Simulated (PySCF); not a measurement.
**Spin states and ions at one geometry of [OsO3Cl]−**

PySCF 2.14.0, UKS B3LYP, Os def2-SVP with ECP60, O def2-SVP, Cl def2-SVP; non-relativistic Hamiltonian with scalar-relativistic core potentials where named; density fitting; no spin-orbit coupling; singlets restricted, open shells unrestricted. The geometry is relaxed for charge -1, triplet, vacuum:

```xyz
5

Os    0.1543   -0.1970    0.0544
O     0.9646    1.0719    0.9832
O    -1.1695   -0.9830    0.9255
O     1.2041   -1.2604   -0.8325
Cl   -1.3144    1.3540   -1.0452
```

Energies count from the relaxed state; an electron taken off or put on is at rest in vacuum. Charges and spins are Mulliken's.

**Question.** Order these states by energy, lowest first.
A. charge 0, doublet, vacuum
B. charge -1, quintet, vacuum
C. charge -1, singlet, vacuum
D. charge 0, quartet, vacuum
E. charge -1, triplet, vacuum

**Answer.** E (0.00 eV), C (0.67 eV), B (3.25 eV), A (3.34 eV), D (5.21 eV).

**Question.** How do charge and spin on the first atom follow?

**Answer.** 
```csv
state,spin squared,charge on Os1 (e),spin on Os1 (e),dipole about the centre of mass (D)
"charge -1, triplet, vacuum",2.01,0.79,1.03,1.02
"charge -1, singlet, vacuum",0.00,0.78,0.00,1.11
"charge -1, quintet, vacuum",6.02,0.68,1.71,1.21
"charge 0, doublet, vacuum",0.79,1.06,0.41,0.53
"charge 0, quartet, vacuum",3.78,0.96,0.98,0.58
```

With an electron taken off (doublet, the lower of the two states computed) the charges change, summed by element, by Os +0.27 e, O +0.51 e, Cl +0.22 e. The vertical ionisation energy is 3.34 eV, against −ε(HOMO) = 0.88 eV over both spins of the relaxed state. The level lies 2.5 eV too high, as is usual for semilocal functionals and global hybrids, which keep a self-interaction error.

Open shells may have lower solutions than those found.
